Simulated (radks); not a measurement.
Results of a calculation; reference values are marked as such.
Spherical quantum dot in the effective-mass picture: electrons in a hard-walled sphere of radius 1.57, with a point charge +2 (a donor) at the centre, all in effective atomic units (hartree* = m*/eps^2 hartree, bohr* = eps/m* bohr), one dielectric constant everywhere. Level of theory: non-relativistic Kohn-Sham, PBE, spin-polarised, spherical densities (a radial shooting solver with Libxc functionals). Levels are named by radial order and angular momentum (1s, 1p, 1d, 2s, ...), and open shells are averaged over m.

N = 4, configuration 1s2 1p(up 2, down 0). This is the lowest configuration that the search found. Occupied and some empty levels:

| level | occupation | eigenvalue (hartree*) | <r> (bohr*) |
|---|---|---|---|
| 1s up | 1 | 2.1502 | 0.6666 |
| 1s down | 1 | 2.3336 | 0.6531 |
| 1p up | 2 | 4.9195 | 0.9117 |
| 1p down | 0 | 5.1952 | 0.9098 |
| 2s up | 0 | 7.3861 | 0.7897 |
| 2s down | 0 | 7.5468 | 0.8001 |
| 1d up | 0 | 7.6624 | 1.011 |
| 1d down | 0 | 7.9484 | 1.012 |
| 1f up | 0 | 10.864 | 1.075 |
| 1f down | 0 | 11.143 | 1.077 |

Energy (hartree*): total 6.12877, kinetic 13.164, external -13.151, Hartree 9.0811, exchange-correlation -2.9656.

Electron density:

| r (bohr*) | n(r) (e/bohr*^3) |
|---|---|
| 0.0337 | 4.348 |
| 0.112 | 3.213 |
| 0.191 | 2.428 |
| 0.270 | 1.885 |
| 0.348 | 1.507 |
| 0.427 | 1.239 |
| 0.506 | 1.043 |
| 0.585 | 0.8918 |
| 0.663 | 0.7673 |
| 0.742 | 0.6578 |
| 0.821 | 0.5562 |
| 0.899 | 0.4592 |
| 0.978 | 0.3663 |
| 1.06 | 0.2787 |
| 1.14 | 0.1993 |
| 1.21 | 0.1321 |
| 1.29 | 0.07760 |
| 1.37 | 0.03793 |
| 1.45 | 0.01312 |
| 1.53 | 0.001429 |
